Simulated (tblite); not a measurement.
Species: C3H4F3P.
SMILES: `C/C=P\C(F)(F)F`

Level: GFN2-xTB in tblite, geometry and Hessian alike; calculated harmonic values, unscaled, isolated species. This tight-binding method is rough: wavenumbers can miss measured ones by several per cent, in bad cases by 10 to 20.

Harmonic wavenumbers (cm⁻¹): 44.8, 116.1, 144.6, 177.4, 245.7, 289.3, 350.9, 437.8, 465.6, 507.7, 658.6, 775.9, 852.2, 990.4, 1027.4, 1033.8, 1063.6, 1071.3, 1190.3, 1350.4, 1394.9, 1453.5, 1479.5, 2981.2, 2999.5, 3017.7, 3082.4.

A = 3270, B = 1755, C = 1440 MHz; mass 128.000 u (most abundant isotopes); point group Cs, symmetry number 1.

Task: What is the zero-point energy?

Result: ½Σν̃ = 14601 cm⁻¹ = 41.75 kcal/mol.

Task: What is S at 298.15 K and 1 bar for an ideal gas of classical rigid rotors and harmonic oscillators?

Result: Translation 40.48, rotation 28.06, vibration 21.19: S = 89.7 cal/(mol K).

Task: And Cp and H(298.15 K) − H(0)?

Result: Cp = 29.11 cal/(mol K), of which vibrations give 21.16 (their classical limit is 27 R = 53.7); H(298.15 K) − H(0) = 5.71 kcal/mol without the zero-point energy, 3.34 from vibrations.

Task: Blend soft modes into free rotors: weight 1/[1 + (100 cm⁻¹/ν̃)⁴] for the oscillator and the rest for a rotor with moment μB/(μ + B), μ = h/(8π²ν), B = 10⁻⁴⁴ kg m². What vibrational entropy results?

Result: 19.66 cal/(mol K) in place of 21.19, which changes −T·S at 298.15 K by +0.46 kcal/mol.

Task: What must be added to the electronic energy to get the Gibbs energy at 298.15 K and 1 bar?

Result: ZPE + [H(298.15 K) − H(0)] − T·S = 41.75 + 5.71 − 26.75 = 20.71 kcal/mol.

Hindered rotation and anharmonicity are outside this model.

Conformer computed: `[CH3:1]/[CH:2]=[P:3]\[C:4]([F:5])([F:6])[F:7]`: C2–P3–C4–F5 -61°.
